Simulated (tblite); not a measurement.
C5H11BF2Si.
Numbering: `[CH3:1][B:2]([CH3:3])[Si:4]1([CH:5]([F:6])[F:7])[CH2:8][CH2:9]1` (hydrogens: H10, H11, H12 on C1; H13, H14, H15 on C3; H16 on C5; H17, H18 on C8; H19, H20 on C9)

Computed with GFN2-xTB (tblite), gas phase: L-BFGS steps from a force-field or distance-geometry start until the largest atomic force falls under 0.01 eV/Å.

Step 8: E = -779.5654 eV
```
atom  x, y, z in Å  |  force x, y, z in eV/Å
C1     -1.9103    0.6045   -1.1176    0.018   0.010   0.066
B2     -1.2517   -0.0108    0.1726   -0.008  -0.031   0.003
C3     -2.0904   -0.8204    1.2262   -0.026   0.064  -0.060
Si4     0.6776    0.1079    0.3258    0.036  -0.279  -0.193
C5      1.5526    1.8229    0.4677    0.010   0.061  -0.056
F6      1.3982    2.4713   -0.7251    0.053   0.131  -0.021
F7      0.9237    2.6136    1.3856    0.043   0.016   0.089
C8      1.5797   -0.8658   -1.0252    0.110  -0.096  -0.082
C9      1.8488   -1.3876    0.3980    0.068  -0.041  -0.072
H10    -2.9886    0.4680   -1.1938    0.080   0.082  -0.040
H11    -1.6794    1.6701   -1.1808   -0.138  -0.010   0.026
H12    -1.4459    0.1905   -2.0165   -0.096  -0.048   0.094
H13    -2.6262   -1.6477    0.7569   -0.005   0.064   0.078
H14    -2.8583   -0.1602    1.6352   -0.018  -0.135   0.069
H15    -1.4991   -1.2181    2.0519   -0.189   0.011  -0.071
H16     2.6223    1.8277    0.7007    0.050   0.046   0.040
H17     2.4199   -0.4404   -1.5558    0.090  -0.036   0.103
H18     1.0147   -1.5116   -1.6852    0.048  -0.095   0.135
H19     2.8705   -1.3393    0.7523   -0.035   0.161  -0.059
H20     1.4367   -2.3639    0.6242   -0.090   0.123  -0.045
```

Step 9: E = -779.5761 eV
```
atom  x, y, z in Å  |  force x, y, z in eV/Å
C1     -1.9168    0.6076   -1.1179    0.095  -0.031   0.126
B2     -1.2555   -0.0105    0.1747    0.004  -0.023  -0.027
C3     -2.0976   -0.8213    1.2289    0.030   0.079  -0.079
Si4     0.6829    0.1042    0.3153   -0.041  -0.112  -0.149
C5      1.5583    1.8335    0.4670   -0.072  -0.163  -0.025
F6      1.4020    2.4789   -0.7263    0.055   0.165   0.025
F7      0.9265    2.6156    1.3928    0.071  -0.002   0.001
C8      1.5859   -0.8720   -1.0325    0.118  -0.085   0.069
C9      1.8535   -1.3904    0.3958    0.013   0.034  -0.124
H10    -2.9944    0.4728   -1.1998    0.071   0.072  -0.017
H11    -1.6845    1.6730   -1.1801   -0.132  -0.024   0.013
H12    -1.4482    0.1874   -2.0123   -0.106  -0.018   0.092
H13    -2.6318   -1.6489    0.7585   -0.003   0.071   0.063
H14    -2.8663   -0.1646    1.6411   -0.017  -0.120   0.055
H15    -1.5073   -1.2220    2.0542   -0.176   0.020  -0.074
H16     2.6283    1.8342    0.7030    0.015   0.070   0.018
H17     2.4255   -0.4455   -1.5593    0.137  -0.026   0.064
H18     1.0240   -1.5209   -1.6874    0.008  -0.135   0.072
H19     2.8716   -1.3379    0.7542    0.023   0.151  -0.054
H20     1.4387   -2.3628    0.6269   -0.093   0.077  -0.051
```

Problem. Estimate the geometry and energy of step 10. (The exact step hangs on the optimiser's Hessian estimate; all steps are aligned on step 9, rigid shifts and turns removed.)

Solution. E = -779.5865 eV, largest force 0.309 eV/Å
```
atom  x, y, z in Å  |  force x, y, z in eV/Å
C1     -1.9221    0.6102   -1.1158    0.113  -0.047   0.137
B2     -1.2590   -0.0106    0.1765    0.019  -0.014  -0.043
C3     -2.1043   -0.8206    1.2301    0.049   0.068  -0.064
Si4     0.6869    0.0984    0.3018   -0.094   0.086  -0.081
C5      1.5630    1.8415    0.4659   -0.108  -0.290  -0.005
F6      1.4070    2.4897   -0.7265    0.051   0.161   0.082
F7      0.9310    2.6173    1.3997    0.082  -0.044  -0.081
C8      1.5944   -0.8798   -1.0393    0.104  -0.067   0.143
C9      1.8588   -1.3927    0.3920   -0.027   0.086  -0.119
H10    -2.9986    0.4792   -1.2061    0.038   0.044   0.024
H11    -1.6922    1.6755   -1.1793   -0.095  -0.017   0.005
H12    -1.4526    0.1839   -2.0063   -0.085   0.002   0.066
H13    -2.6376   -1.6487    0.7614   -0.014   0.056   0.017
H14    -2.8746   -0.1714    1.6481   -0.032  -0.070   0.035
H15    -1.5190   -1.2256    2.0551   -0.113   0.016  -0.043
H16     2.6341    1.8423    0.7055   -0.039   0.062  -0.012
H17     2.4336   -0.4513   -1.5615    0.169  -0.024   0.020
H18     1.0339   -1.5328   -1.6881   -0.008  -0.160   0.009
H19     2.8729   -1.3336    0.7550    0.071   0.128  -0.041
H20     1.4390   -2.3601    0.6286   -0.079   0.024  -0.051
```

The energy changes by -0.0105 eV. The first-order estimate −F·Δx gives -0.0143 eV and the mean of the old and new forces, exact on a quadratic surface, -0.0104 eV. The step makes an angle of 59° with the force vector and moves no atom by more than 0.016 Å.

What follows is the cost of the whole relaxation. Time: 3.0 s wall. Hardware: one thread, Arm Neoverse N1 (aarch64), no GPU, shared host.
